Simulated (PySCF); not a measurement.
Gas-phase reaction: 2 WCl₆ + O₂ ⇌ 2 WOCl₄ + 4 Cl

Energies from PySCF (xtb for GFN2), thermal terms from the rigid-rotor harmonic-oscillator model, ideal gas at 1 bar. † marks an energy on the PBE0/def2-TZVP geometry and frequencies; other levels use their own. Open shells (unrestricted): O₂ (multiplicity 3), Cl (multiplicity 2, electronic degeneracy 6); the rest are closed-shell singlets. GFN2 has no spin-polarisation term. Spin-orbit splitting is ignored; it lowers the true energy and changes the entropy of Cl. W: scalar-relativistic def2 core potential, no spin-orbit coupling. The harmonic model lacks anharmonicity and excited electronic states, which grow with temperature; levels with a mode under 35 cm⁻¹ are left out. Soft modes under 120 cm⁻¹ make the harmonic entropy rough for WCl₆, WOCl₄.

```json
[
 {"level": "GFN2-xTB", "ΔE electronic, kJ": "493", "ΔH°(298 K), kJ": "490", "ΔS°(298 K), J/K": "394", "ΔG°(800 K), kJ": "175"},
 {"level": "M06-2X/def2-TZVP†", "ΔE electronic, kJ": "256", "ΔH°(298 K), kJ": "253", "ΔS°(298 K), J/K": "407", "ΔG°(800 K), kJ": "-71"},
 {"level": "PBE/def2-TZVP†", "ΔE electronic, kJ": "389", "ΔH°(298 K), kJ": "387", "ΔS°(298 K), J/K": "407", "ΔG°(800 K), kJ": "62"},
 {"level": "PBE0/def2-QZVP†", "ΔE electronic, kJ": "320", "ΔH°(298 K), kJ": "317", "ΔS°(298 K), J/K": "407", "ΔG°(800 K), kJ": "-7"},
 {"level": "PBE0/def2-TZVP", "ΔE electronic, kJ": "325", "ΔH°(298 K), kJ": "323", "ΔS°(298 K), J/K": "407", "ΔG°(800 K), kJ": "-2"},
 {"level": "ωB97M-V/def2-TZVP†", "ΔE electronic, kJ": "289", "ΔH°(298 K), kJ": "287", "ΔS°(298 K), J/K": "407", "ΔG°(800 K), kJ": "-38"}
]
```
ΔH° is lowest at M06-2X/def2-TZVP† and highest at GFN2-xTB. No reference value is set beside these.
